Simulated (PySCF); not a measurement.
H3NSi, neutral, multiplicity 1.

```xyz
5

Si     0.1137     0.6782     0.0000
H     -1.3987     0.9083     0.0000
N     -0.0169    -1.0304     0.0000
H     -0.8728    -1.5650     0.0000
H      0.7981    -1.6255     0.0000
```
Charge 0, spin multiplicity 1.

Geometry optimised at B3LYP-D3(BJ)/def2-TZVP.

These are PBE0/pcSseg-2 in PySCF values and carry that method's errors. Non-relativistic, no solvent.

Computed absolute GIAO shielding of each atom: isotropic value and principal components (ppm):
```
atom  σ(iso)     σ11    σ22    σ33   span
----  ------  ------  -----  -----  -----
Si1     18.6  -544.4  253.6  346.6  891.0
H2      23.6    20.0   23.2   27.6    7.6
N3      96.5   -87.3  146.5  230.4  317.6
H4      25.1    21.0   21.0   33.3   12.3
H5      25.5    23.6   24.4   28.7    5.1
```
